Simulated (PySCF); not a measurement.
The vertical singlet excitations below were computed for one of the candidates. The calculation used TDDFT wB97X-D/def2-SVPD, vertical, gas phase, core orbitals frozen in the response in PySCF 2.14.0, density-fitted response routines. Geometries: GFN2-xTB, one conformer each.

```csv
state,λ (nm),f
S1,200.3,0.0055
S2,185.2,0.039
S3,178.9,0.134
S4,169.1,0.016
S5,160.9,0.020
S6,160.3,0.0015
S7,159.5,0.0029
S8,156.8,0.0031
```

Orbital energies (eV): HOMO-3 -11.22, HOMO-2 -10.92, HOMO-1 -10.56, HOMO -10.35, LUMO 0.68, LUMO+1 1.96, LUMO+2 2.17.

**Question.** Which structure fits? All have the formula C3H6N2O2Si.
A. `C#C[Si@@](N)(O)NC=O`
B. `c1noc(CO[SiH3])n1`
C. `COc1nnc([SiH3])o1`

**Answer.** B. Its S1, at 6.19 eV, is the highest among the candidates; the nearest of the others has S1 at 5.81 eV. S1 is HOMO-2→LUMO (61%), HOMO-3→LUMO (20%), HOMO-1→LUMO (12%). Löwdin shares by element: HOMO oxygen 28% or more, silicon 12%, nitrogen 11% or more, hydrogen 8% or more (atoms not listed hold the other 41%); LUMO nitrogen 30%, carbon 25% or more, oxygen 18% or more (atoms not listed hold the other 27%). At the same level the other candidates give, for their lowest levels:
- `C#C[Si@@](N)(O)NC=O`: 217 nm (f 0.001); 200 nm (f 0.000); 192 nm (f 0.004); 191 nm (f 0.002); 171 nm (f 0.078); T1 5.19 eV; HOMO -9.88, LUMO 1.40 eV
- `COc1nnc([SiH3])o1`: 213 nm (f 0.002); 200 nm (f 0.359); 176 nm (f 0.003); 173 nm (f 0.007); 166 nm (f 0.002); T1 4.44 eV; HOMO -9.28, LUMO 1.14 eV

The values belong to the conformer `[SiH3:1][O:2][CH2:3][c:4]1[n:5][cH:6][n:7][o:8]1`: Si1–O2–C3–C4 50°, O2–C3–C4–N5 -48°.
Triplets come from the Tamm–Dancoff approximation.
